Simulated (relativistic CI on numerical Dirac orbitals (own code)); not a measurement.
One change at a time: Ba2+

Base calculation: Dirac-Coulomb-Breit CI, orbitals from a KLI potential per configuration, QED by a radiative potential, valence Slater integrals scaled by 0.85, P86 correlation energy added to each configuration.

Configurations in the expansion (outside the closed core [Kr] 4d10): 5s²5p⁶, 5s²5p⁵5d, 5s²5p⁵5f, 5s²5p⁵6s, 5s²5p⁵6p, 5s5p⁶5d, 5s²5p⁵4f, 5s²5p⁵7s, 5s²5p⁵6d, 5s²5p⁵7p, 5s5p⁶5f, 5s²5p⁵7d, 5s²5p⁵5g. Double excitations out of closed p, d and f shells are left out; levels of such configurations are missing from the list, as are those of other unlisted configurations, and high levels can miss mixing partners.

The lowest level and the first level of each name with at least 55 % of one term (blank where a level has no safe partner in the second run):

| Level | Base (cm⁻¹) | Shift (cm⁻¹) |
| --- | --- | --- |
| 5s²5p⁶ ¹S0 | 0.0 | 0.0 |
| 5s²5p⁵5d ³P°0 | 134053.0 | +1290.8 |
| 5s²5p⁵5d ³P°1 | 135862.0 | +1194.4 |
| 5s²5p⁵5d ³P°2 | 139316.6 | +983.0 |
| 5s²5p⁵5d ³F°4 | 140369.8 | +663.7 |
| 5s²5p⁵5d ³F°3 | 142376.6 | +401.6 |
| 5s²5p⁵5d ³D°3 | 149148.3 | -375.7 |
| 5s²5p⁵6s ³P°2 | 155767.2 | +37.1 |
| 5s²5p⁵5d ³D°1 | 156159.0 | -507.6 |
| 5s²5p⁵4f ³D1 | 171929.4 | +1307.6 |
| 5s²5p⁵6s ³P°0 | 173454.1 | +48.1 |
| 5s²5p⁵4f ³D2 | 174096.8 | +1173.9 |
| 5s²5p⁵6s ³P°1 | 174447.6 | -77.6 |
| 5s²5p⁵4f ³D3 | 177552.8 | +916.7 |

For a near-neutral ion this model can misplace configurations by up to about 10,000 cm⁻¹ (more where the count of f electrons changes) and terms by 10 to 25 % of their spread. Rates follow the energies as ν³ (E1, M1) or ν⁵ (E2), so they and the lifetimes can be off by large factors. The fine structure of a lone outer electron comes out too small, for d and f at times inverted, and misplaced configurations move strength between like terms. 22 of the 37 excited levels that our extract of the measured tables holds in this range could be paired (the sources list more); they are missed by 3427 cm⁻¹ on average and 7317 at most, and levels without a partner can miss by more.

(1) One thing was changed in a second run, which moved the levels as shown. Which?
A. one mean potential for all configurations
B. valence Slater integrals scaled by 0.75
C. QED terms removed
D. configuration mixing switched off
E. Breit term removed
F. Slater integrals left unscaled

## Answers

(1) B. Valence Slater integrals scaled by 0.75. Scaling acts on the splittings between terms and on the mixing, and leaves the fine structure of pure LS terms nearly alone; in jj coupling it moves the levels of one term differently.

LS names give the leading component of a level, which can be under half, so a name can repeat, a term be missing and a line seem to break the LS rules.
